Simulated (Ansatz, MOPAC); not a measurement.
Molecule: CBr (charge 0, doublet). SMILES: [C]Br

Atoms: C1, Br2. Bonds: C1-Br2.

Bond lengths (Å) and angles (degrees) optimised at PM7 with MOPAC; HF/STO-3G with Ansatz (an electronic-structure program); PBE/6-31G* with LANL2DZ past Ar with Ansatz, each started from the B3LYP-D3(BJ)/def2-TZVP structure (Ansatz) of the last column. A row stands for all coordinates that are equal there. 6-31G* holds six Cartesian d functions.

```csv
coordinate,PM7,HF/STO-3G,PBE/6-31G* with LANL2DZ past Ar,B3LYP-D3(BJ)/def2-TZVP
C1-Br2,1.856,1.887,1.918,1.831
```

Mean signed difference of all 1 bond lengths from B3LYP-D3(BJ)/def2-TZVP: PM7 0.025 Å, HF/STO-3G 0.056 Å, PBE/6-31G* with LANL2DZ past Ar 0.087 Å.
